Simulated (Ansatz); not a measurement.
Input for Ansatz (development build ahead of 0.2.0):

```yaml
crystal:
  periodic: [false, false, false]
  atoms:
    - { symbol: C, position_ang: [-0.00871, -0.02011, -1.8167] }
    - { symbol: I, position_ang: [0.02154, 0.05188, 0.33017] }
    - { symbol: H, position_ang: [-0.02587, -1.05128, -2.18649] }
    - { symbol: H, position_ang: [-0.86657, 0.51991, -2.15186] }
    - { symbol: H, position_ang: [0.90142, 0.52865, -2.1499] }
basis:
  gaussian: { orbitals: STO-3G }
hamiltonian:
  xc: hf
correlation:
  method: mp2
  frozen_orbitals: { C: 1, H: 0, I: 18 }
```

The input is written out in the form of the current development build from the run's settings.

Output:

```yaml
Converged: yes
Reference_energy: -6889.83722 hartree
Correlation_energy: -0.06617 hartree
Total_energy: -6889.90339 hartree
Spin_squared_of_the_determinant: 0.000
```
